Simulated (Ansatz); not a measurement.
Two members of one family (Series CoX2), computed with Ansatz in the gas phase. HOMO and LUMO are taken over both spins. Binding counts from free atoms in the multiplicity of their measured ground term, without zero-point energy. The structures are stationary points that may keep the symmetry of their start. Remarks come from the PBE and PBE0 runs and from stability tests at other levels; not every state was tested.

First: CoCl2 (quartet, charge 0, PBE0-D4/def2-TZVP geometry).

Cartesian coordinates in Å:
```
Co 0.000 0.000 0.000
Cl -1.351 -0.332 1.559
Cl 1.351 0.332 -1.559
```

```csv
level,HOMO (eV),LUMO (eV),gap (eV),binding per atom (eV)
r2SCANh-D4/def2-TZVP,-8.03,-4.76,3.27,2.72
B3LYP-D4/def2-TZVP,-8.56,-4.53,4.03,2.57
BHLYP-D4/def2-TZVP,-10.39,-1.60,8.79,2.61
LC-ωPBE/def2-TZVP,-11.86,-2.04,9.82,2.57
ωB97X-V/def2-TZVP,-11.57,-1.83,9.74,2.69
```

Metal–donor distances: 2 × Cl 2.09 Å. Remarks: spin-contaminated (⟨S²⟩ up to 1.76) (doublet).

Second: CoBr2 (quartet, charge 0, PBE0-D4/def2-TZVP geometry).

```xyz
3

Co    0.0000   -0.0001   -0.0007
Br   -2.1132    0.6980   -0.1585
Br    2.1132   -0.6979    0.1592
```

Question: Estimate the same table for the second.

Answer: 
| level | HOMO (eV) | LUMO (eV) | gap (eV) | binding per atom (eV) |
| --- | --- | --- | --- | --- |
| r2SCANh-D4/def2-TZVP | -8.00 | -4.71 | 3.29 | 2.44 |
| B3LYP-D4/def2-TZVP | -8.33 | -4.49 | 3.84 | 2.29 |
| BHLYP-D4/def2-TZVP | -9.68 | -1.75 | 7.93 | 2.35 |
| LC-ωPBE/def2-TZVP | -11.31 | -2.17 | 9.14 | 2.25 |
| ωB97X-V/def2-TZVP | -10.93 | -1.97 | 8.97 | 2.38 |

Metal–donor distances: 2 × Br 2.23 Å. Remarks: spin-contaminated (⟨S²⟩ up to 1.76) (doublet).
